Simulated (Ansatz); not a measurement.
Cost and result for the atomization energy of `C[Si](C)([SiH3])Cl` (14 atoms, 13 bonds).

```xyz
14

C     0.965    0.938   -1.297
Si    0.405    0.036    0.237
C    -0.601    1.146    1.348
Si   -0.731   -1.947   -0.279
Cl    2.106   -0.535    1.288
H     1.593    0.300   -1.921
H     1.540    1.827   -1.027
H     0.101    1.254   -1.888
H    -0.026    2.035    1.620
H    -0.887    0.629    2.266
H    -1.513    1.469    0.838
H    -1.989   -1.651   -1.021
H    -1.083   -2.679    0.967
H     0.120   -2.822   -1.130
```

The species carries charge 0 and has multiplicity 1. The structure was optimised at the PBE0-D4/def2-TZVP level. Program: Ansatz. All runs use 2 threads of an AMD EPYC 7R13 on a shared host and a share of an NVIDIA H100 80 GB. Times are those of one run each, without the atoms' runs, and a repeat can differ threefold. Electronic energies, without spin–orbit coupling; frozen cores. CCSD(T)/CBS adds CCSD(T) − MP2 in def2-TZVPP to the MP2 limit, and its time is that of the two runs behind it. T1 = 0.010. B3LYP takes the VWN-RPA correlation (the form of Gaussian; ORCA's B3LYP/G).

CCSD(T)/CBS is a level of theory with its own doubt, some kJ/mol a heavy atom from the limit and from the frozen cores, so smaller differences don't rank the functionals.

```tsv
level	functions	wall time
PBE-D4/def2-TZVPP (with forces)	314	3.5 s
PBE0-D4/def2-TZVPP	314	3.7 s
r2SCAN-D4/def2-TZVPP (with forces)	314	3.9 s
B2PLYP/def2-TZVPP	314	5 s
MP2/def2-QZVPP	594	6 s
B3LYP-D4/def2-TZVPP (with forces)	314	6.5 s
ωB97X-V/def2-TZVPP	314	6.5 s
CCSD(T)/def2-TZVPP	314	8.5 s
ωB97M-V/def2-TZVPP (with forces)	314	9 s
CCSD(T)/CBS(def2)	–	15 s
```

What atomization energy does each give, and how far from CCSD(T)/CBS? (An estimate is asked.)

Computed: 
| level | atomization (kJ/mol) | difference from CCSD(T)/CBS | per bond |
| --- | --- | --- | --- |
| PBE-D4/def2-TZVPP (with forces) | 4881.5 | 13.9 | 1.1 |
| PBE0-D4/def2-TZVPP | 4859.0 | -8.6 | -0.7 |
| r2SCAN-D4/def2-TZVPP (with forces) | 4877.3 | 9.7 | 0.7 |
| B2PLYP/def2-TZVPP | 4796.4 | -71.2 | -5.5 |
| MP2/def2-QZVPP | 4836.6 | -31.0 | -2.4 |
| B3LYP-D4/def2-TZVPP (with forces) | 4856.4 | -11.2 | -0.9 |
| ωB97X-V/def2-TZVPP | 4889.5 | 21.9 | 1.7 |
| CCSD(T)/def2-TZVPP | 4751.7 | -115.9 | -8.9 |
| ωB97M-V/def2-TZVPP (with forces) | 4875.8 | 8.2 | 0.6 |
| CCSD(T)/CBS(def2) | 4867.6 | 0.0 | 0.0 |

From PBE to PBE0 (25 % exact exchange), in def2-TZVPP and without D4, the atomization energy moves by −17.7 kJ/mol: exact exchange takes away binding that semilocal exchange gives to molecules. The D4 term adds +56.8 kJ/mol with B3LYP and +30.4 kJ/mol with PBE0; it sums over pairs of atoms, weighted by their polarisabilities, and B3LYP, whose exchange is more repulsive, gets the larger term. In def2-TZVPP, CCSD(T) changes the Hartree–Fock value by +1019.8 kJ/mol (the triples alone add +51.2 kJ/mol) and MP2 by +1036.3 kJ/mol; breaking electron pairs costs correlation energy, which Hartree–Fock lacks.
